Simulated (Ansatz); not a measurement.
Calculated with Ansatz (gas phase, PBE0-D4/def2-TZVP geometries, no zero-point term in ΔE). CCSD(T)/CBS is the MP2 limit (def2-TZVPP, def2-QZVPP) plus CCSD(T) − MP2 in def2-TZVPP, frozen cores. Functionals use def2-TZVPP. B3LYP here is the variant with VWN-RPA as its local correlation; programs differ in this. HSE06 is defined as in plane-wave codes. For Mg outer-core shells are correlated without core-valence functions, which leaves a few kJ/mol of doubt a bond. One conformer a species, not always the lowest.

Reaction (ligand exchange at the Si–O bond): `[NH2][Mg][O][SiH3]` + `OBOCF` → `FCOBO[SiH3]` + `[NH2][Mg][OH]`

`[NH2][Mg][O][SiH3]`:

```xyz
9

N     0.221   -2.702    1.315
Mg    0.082   -1.018    0.499
O    -0.050    0.592   -0.282
Si   -0.166    2.034   -0.990
H     1.015   -3.054    1.828
H    -0.484   -3.423    1.322
H    -1.071    1.989   -2.177
H    -0.711    3.061   -0.053
H     1.164    2.520   -1.461
```

`OBOCF`:

Z-matrix (Å, degrees):
```
C
F 1 1.369
O 1 1.380 2 109.5
H 1 1.092 2 107.8 3 117.9
H 1 1.095 2 107.6 3 -121.4
B 3 1.370 1 120.6 2 -92.0
O 6 1.348 3 119.3 1 175.3
H 6 1.196 3 121.3 1 -5.8
H 7 0.963 6 112.8 3 -1.9
```

`FCOBO[SiH3]`:

Z-matrix (Å, degrees):
```
C
O 1 1.381
F 1 1.368 2 109.4
H 1 1.092 2 108.5 3 -117.4
H 1 1.095 2 111.5 3 118.9
B 2 1.370 1 120.8 3 -93.0
O 6 1.346 2 118.7 1 175.8
H 6 1.198 2 120.5 1 -5.2
Si 7 1.660 6 130.9 2 -2.1
H 9 1.483 7 110.3 6 -59.2
H 9 1.481 7 106.3 6 -178.6
H 9 1.484 7 110.1 6 62.4
```

`[NH2][Mg][OH]`:

Cartesian coordinates in Å:
```
N -0.971 -1.003 0.487
Mg 0.294 0.250 -0.122
O 1.538 1.383 -0.672
H -1.368 -1.760 -0.047
H -1.369 -1.050 1.413
H 1.876 2.180 -1.059
```

```tsv
level	ΔE (kJ/mol)	difference from CCSD(T)/CBS
LDA (SPW92)	37.8	-0.8
PBE-D4	37.3	-1.3
revPBE-D4	36.6	-2.0
BLYP-D4	34.0	-4.6
r2SCAN-D4	38.6	0.0
B97M-V	42.1	3.5
PBE0-D4	38.4	-0.2
B3LYP-D4	35.3	-3.3
r2SCANh-D4	38.7	0.1
r2SCAN0-D4	38.9	0.3
HSE06-D4	38.7	0.1
BHLYP-D4	36.3	-2.3
CAM-B3LYP-D4	35.3	-3.3
B2PLYP	38.3	-0.3
PBE-QIDH	40.2	1.6
PBE	39.3	0.7
revPBE	40.5	1.9
BLYP	37.8	-0.8
r2SCAN	39.2	0.6
PBE0	40.2	1.6
B3LYP	38.3	-0.3
r2SCANh	39.4	0.8
r2SCAN0	39.7	1.1
HSE06	40.4	1.8
BHLYP	38.6	0.0
RPA@PBE/def2-TZVPP	40.4	1.8
HF/def2-SVP	47.4	8.8
MP2/def2-SVP	46.7	8.1
CCSD/def2-SVP	47.2	8.6
CCSD(T)/def2-SVP	47.3	8.7
HF/def2-TZVPP	40.4	1.8
MP2/def2-TZVPP	38.1	-0.5
SCS-MP2/def2-TZVPP	38.8	0.2
CCSD/def2-TZVPP	39.3	0.7
CCSD(T)/def2-TZVPP	39.4	0.8
HF/def2-QZVPP	40.8	2.2
MP2/def2-QZVPP	37.8	-0.8
SCS-MP2/def2-QZVPP	38.5	-0.1
MP2/CBS(def2)	37.4	-1.2
CCSD/CBS(def2)	38.6	0.0
CCSD(T)/CBS	38.6	0
```

Largest T1 diagnostic among the species: 0.013.

The D4 term adds −3.0 kJ/mol with B3LYP and −1.8 kJ/mol with PBE0; it sums over pairs of atoms, weighted by their polarisabilities, and B3LYP, whose exchange is more repulsive, gets the larger term. Leaving LDA and LC-ωPBE aside and taking each functional with its dispersion term where it has one, the values spread over 8.1 kJ/mol, from BLYP-D4 to B97M-V. At CCSD(T), def2-SVP lies +8.7 kJ/mol from the extrapolated value and def2-TZVPP +0.8 kJ/mol.
